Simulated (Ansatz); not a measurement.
Wavefunction ladder for C$_{4}$H$_{8}$Si (`[SiH3]C1=CCC1`)

```xyz
13

Si   -0.978    1.880   -0.234
C    -0.066    0.287    0.006
C     1.119   -0.019    0.558
C     1.018   -1.497    0.306
C    -0.358   -1.167   -0.339
H    -1.231    2.129   -1.679
H    -2.298    1.839    0.453
H    -0.174    3.000    0.322
H     1.888    0.588    1.026
H     0.973   -2.130    1.197
H     1.762   -1.916   -0.378
H    -0.433   -1.389   -1.407
H    -1.222   -1.604    0.169
```

Charge 0, multiplicity 1. The structure was optimised at the PBE0-D4/def2-TZVP level. Frozen core, restricted reference, Ansatz 0.2.0. CBS rows extrapolate triple and quadruple zeta; past MP2 they add the triple-zeta difference.

| basis | HF (Eh) | MP2 corr. | CCSD corr. | (T) | CCSD(T) total |
| --- | --- | --- | --- | --- | --- |
| def2-SVP | ? | -0.64055 | ? | -0.02495 | ? |
| def2-TZVPP | -445.06852 | -0.78110 | ? | -0.03720 | ? |
| def2-QZVPP | -445.08441 | ? | – | – | – |
| CBS(def2) | -445.08660 | -0.86815 | -0.91846 | as TZ | -446.04226 |

**Question.** Fill in the withheld values. (Best estimate.)

**Answer.** Ansatz gave: def2-SVP HF (Eh): -444.79641; def2-SVP CCSD corr.: -0.70065; def2-SVP CCSD(T) total: -445.52201; def2-TZVPP CCSD corr.: -0.83141; def2-TZVPP CCSD(T) total: -445.93713; def2-QZVPP MP2 corr.: -0.83110.
